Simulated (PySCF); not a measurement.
PySCF job for C2H6BFS, SMILES CSB(C)F, C-PCM-M06-2X/def2-SVP. Geometry: PBE0-D3(BJ)/def2-SVP. Other conformers were not sampled.

```python
import numpy as np
from pyscf import gto, scf, dft
from pyscf.solvent import pcm

mol = gto.M(
    atom='''
    B     0.03213281    0.81952617   -0.00000000
    F     0.91081911    1.82583819    0.00000000
    C    -1.49362692    1.16402938    0.00000000
    H    -2.17538296    0.30476578    0.00000000
    H    -1.71841251    1.78845911   -0.88117813
    H    -1.71841251    1.78845911    0.88117813
    S     0.79026095   -0.81563948   -0.00000000
    C    -0.62309404   -1.95375204    0.00000000
    H    -1.24043829   -1.82647785    0.89902432
    H    -0.20880092   -2.97033525   -0.00000000
    H    -1.24043828   -1.82647785   -0.89902432
    ''',
    basis='def2-SVP',
    charge=0,
    spin=0,
    max_memory=1600,
    verbose=3,
)
mf = dft.RKS(mol, xc='m06-2x').density_fit(auxbasis='def2-universal-jkfit')
mf.grids.level = 4
mf.conv_tol = 1e-9
mf.max_cycle = 100
mf.kernel()
res = {}
for name, eps in {'water': 78.355, 'n-hexane': 1.8819, 'chloroform': 4.7113}.items():
    s = mf.PCM()
    s.with_solvent.method, s.with_solvent.eps, s.with_solvent.lebedev_order = 'C-PCM', eps, 29
    s.kernel(mf.make_rdm1())
    res[name] = (s.e_tot, eps, s.dip_moment(), s.mo_energy, s.converged)
    print(f'{name}: electrostatic solvation free energy {(s.e_tot - mf.e_tot) * 627.509474:.3f} kcal/mol')
```

Output:

```
converged SCF energy = -602.420308790877

WARN: PCM is an experimental feature. It is still in testing.
Features and APIs may be changed in the future.

converged SCF energy = -602.425601208827
Dipole moment(X, Y, Z, Debye): -3.10666, -1.47583, -0.00000
water: electrostatic solvation free energy -3.321 kcal/mol

WARN: PCM is an experimental feature. It is still in testing.
Features and APIs may be changed in the future.

converged SCF energy = -602.422604885304
Dipole moment(X, Y, Z, Debye): -2.70149, -1.30920, -0.00000
n-hexane: electrostatic solvation free energy -1.441 kcal/mol

WARN: PCM is an experimental feature. It is still in testing.
Features and APIs may be changed in the future.

converged SCF energy = -602.424380825405
Dipole moment(X, Y, Z, Debye): -2.93724, -1.40634, -0.00000
chloroform: electrostatic solvation free energy -2.555 kcal/mol
```

Self-consistency was reached.

Cost: about 3 core-minutes (a rough figure).
